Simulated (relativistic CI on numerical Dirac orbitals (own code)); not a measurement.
Energy levels of Rb27+

These numbers are calculated, not measured: Dirac-Coulomb-Breit CI, KLI orbitals optimised for each configuration, model QED (radiative potential, 1s self-energy scaled to tabulated hydrogen-like ionisation energies), unscaled Slater integrals (own radial code, finite nucleus).

Configuration list (outside the closed core 1s2): 2s²2p⁶, 2s²2p⁵3s, 2s²2p⁵3p, 2s²2p⁵3d, 2s2p⁶3s, 2s2p⁶3p, 2s2p⁶3d, 2s²2p⁵4s, 2s²2p⁵4p, 2s²2p⁵4d, 2s²2p⁵4f, 2s2p⁶4s, 2s2p⁶4p, 2s²2p⁴3s², 2s2p⁶4d, 2s²2p⁵5s, 2s2p⁶4f, 2s²2p⁵5p, 2s²2p⁵5d, 2s²2p⁴3s3p, 2s²2p⁵5f, 2s²2p⁵5g, 2s²2p⁴3p², 2s²2p⁴3s3d, 2s²2p⁴3p3d, 2s2p⁵3s², 2s2p⁵3s3p, 2s²2p⁴3d², 2s2p⁶5s, 2s2p⁶5p, 2s2p⁵3p², 2s2p⁶5d, 2s2p⁵3s3d, 2s2p⁶5f, 2s2p⁶5g, 2s2p⁵3p3d. Levels of other configurations are missing.

| No. | Configuration | Term | J | E (Ry) | % | Next component (%) | Landé g |
| --- | --- | --- | --- | --- | --- | --- | --- |
| 1 | 2s²2p⁶ | ¹S | 0 | 0.000 | 100 |  |  |
| 2 | 2s²2p⁵3s | ³P° | 2 | 129.409 | 100 |  | 1.494 |
| 3 | 2s²2p⁵3s | ¹P° | 1 | 129.654 | 63 | 37 ³P° | 1.177 |
| 4 | 2s²2p⁵3p | ³S | 1 | 133.342 | 53 | 39 ³P | 1.698 |
| 5 | 2s²2p⁵3p | ³D | 2 | 133.566 | 53 | 32 ¹D | 1.155 |
| 6 | 2s²2p⁵3s | ³P° | 0 | 133.984 | 100 |  |  |
| 7 | 2s²2p⁵3s | ³P° | 1 | 134.107 | 63 | 37 ¹P° | 1.308 |
| 8 | 2s²2p⁵3p | ³D | 3 | 134.548 | 100 |  | 1.329 |
| 9 | 2s²2p⁵3p | ¹P | 1 | 134.577 | 59 | 22 ³S | 1.167 |
| 10 | 2s²2p⁵3p | ³P | 2 | 134.913 | 67 | 33 ¹D | 1.332 |
| 11 | 2s²2p⁵3p | ³P | 0 | 136.160 | 70 | 30 ¹S |  |
| 12 | 2s²2p⁵3p | ³D | 1 | 138.040 | 71 | 26 ¹P | 0.661 |
| 13 | 2s²2p⁵3p | ³P | 1 | 139.191 | 55 | 22 ³S | 1.455 |
| 14 | 2s²2p⁵3p | ³D | 2 | 139.289 | 47 | 35 ¹D | 1.164 |
| 15 | 2s²2p⁵3d | ³P° | 0 | 139.440 | 100 |  |  |
| 16 | 2s²2p⁵3d | ³P° | 1 | 139.625 | 84 | 16 ³D° | 1.337 |
| 17 | 2s²2p⁵3p | ¹S | 0 | 139.740 | 70 | 30 ³P |  |
| 18 | 2s²2p⁵3d | ³F° | 3 | 139.904 | 58 | 35 ¹F° | 1.067 |
| 19 | 2s²2p⁵3d | ³F° | 4 | 139.959 | 100 |  | 1.246 |
| 20 | 2s²2p⁵3d | ³P° | 2 | 139.967 | 50 | 44 ³D° | 1.309 |
| 21 | 2s²2p⁵3d | ¹D° | 2 | 140.202 | 59 | 23 ³F° | 0.980 |
| 22 | 2s²2p⁵3d | ³D° | 3 | 140.441 | 68 | 30 ¹F° | 1.225 |
| 23 | 2s²2p⁵3d | ³D° | 1 | 141.322 | 47 | 46 ¹P° | 0.801 |
| 24 | 2s²2p⁵3d | ³F° | 2 | 144.440 | 71 | 23 ¹D° | 0.773 |
| 25 | 2s²2p⁵3d | ³D° | 2 | 144.687 | 42 | 39 ³P° | 1.258 |
| 26 | 2s²2p⁵3d | ³F° | 3 | 144.802 | 40 | 35 ¹F° | 1.112 |
| 27 | 2s²2p⁵3d | ¹P° | 1 | 145.385 | 53 | 37 ³D° | 0.857 |
| 28 | 2s2p⁶3s | ³S | 1 | 148.118 | 99 | 1 2s²2p⁵3p ³S | 1.995 |
| 29 | 2s2p⁶3s | ¹S | 0 | 148.926 | 100 |  |  |
| 30 | 2s2p⁶3p | ³P° | 0 | 152.177 | 99 |  |  |
| 31 | 2s2p⁶3p | ³P° | 1 | 152.255 | 76 | 23 ¹P° | 1.376 |
| 32 | 2s2p⁶3p | ³P° | 2 | 153.305 | 99 |  | 1.496 |
| 33 | 2s2p⁶3p | ¹P° | 1 | 153.511 | 76 | 23 ³P° | 1.117 |
| 34 | 2s2p⁶3d | ³D | 1 | 158.363 | 100 |  | 0.498 |
| 35 | 2s2p⁶3d | ³D | 2 | 158.428 | 97 | 3 ¹D | 1.159 |
| 36 | 2s2p⁶3d | ³D | 3 | 158.583 | 100 |  | 1.330 |
| 37 | 2s2p⁶3d | ¹D | 2 | 159.191 | 97 | 2 ³D | 1.002 |
| 38 | 2s²2p⁵4s | ³P° | 2 | 175.626 | 100 |  | 1.495 |
| 39 | 2s²2p⁵4s | ¹P° | 1 | 175.709 | 65 | 35 ³P° | 1.164 |
| 40 | 2s²2p⁵4p | ³S | 1 | 177.259 | 47 | 45 ³P | 1.656 |
| 41 | 2s²2p⁵4p | ³D | 2 | 177.320 | 51 | 34 ¹D | 1.156 |
| 42 | 2s²2p⁵4p | ³D | 3 | 177.722 | 100 |  | 1.329 |
| 43 | 2s²2p⁵4p | ¹P | 1 | 177.741 | 62 | 23 ³S | 1.181 |
| 44 | 2s²2p⁵4p | ³P | 2 | 177.853 | 68 | 32 ¹D | 1.334 |
| 45 | 2s²2p⁵4p | ¹S | 0 | 178.405 | 56 | 44 ³P |  |

Energies count from the lowest computed level; ° marks odd parity.

The mean weight of the leading LS term, summed over parents, in these 45 levels is 74 %, and that of the leading jj configuration (from the same eigenvectors) 94 %, so jj coupling describes them better and the LS labels are nominal.

At this charge energies of transitions that change n are usually good to better than 1 %, and those within a shell (Δn = 0) to a few per cent.

LS names give the leading component of a level, which can be under half, so a name can repeat, a term be missing and a line seem to break the LS rules.
